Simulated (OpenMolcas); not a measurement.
Yb3+: effect of the metal basis and ligand basis

Yb3+ with 6 ligands (chloride) in octahedral coordination (Oh) at 2.63 Å. A charge of +0.5 e stands 2.8 Å behind each ligand.

| Property | Result |
| --- | --- |
| Program | OpenMolcas 26.06 |
| Method | CASSCF |
| Spin-orbit coupling | state interaction with AMFI integrals over the reference wave functions |

Fixed: active space 13 electrons in 7 orbitals (4f), DKH2 Hamiltonian.

States (labels of O, the rotations of Oh). Energies in cm-1 above the lowest state or level, χT in cm3 K/mol; under a threefold ground state the first gap can be a small split of the lowest multiplet, not the spin-orbit step.

```csv
Run,Metal basis,Ligand basis,Ground state,First state of that spin,First gap with spin-orbit (degeneracies),Width of lowest J,χT at 300 K,Cost
A,ANO-RCC-VDZP,ANO-RCC-VDZP,2T1,2T2 164.0,"102.9 (2, 4)",193,2.534,roughly 25 core-seconds
B,ANO-RCC-VTZP,ANO-RCC-VTZP,2T1,2T2 183.8,"115.0 (2, 4)",224,2.526,roughly 2.6 core-minutes
```

Against A, the width of the lowest J multiplet changes by +16.1 % in B.

Costs are those of the RASSCF and RASSI steps.

Without dynamic correlation the ligand-field splitting of an f shell can come out too small, at times by half. No measured value stands beside these numbers; the geometry is a model, was not optimised and need not be the one that this ion takes.
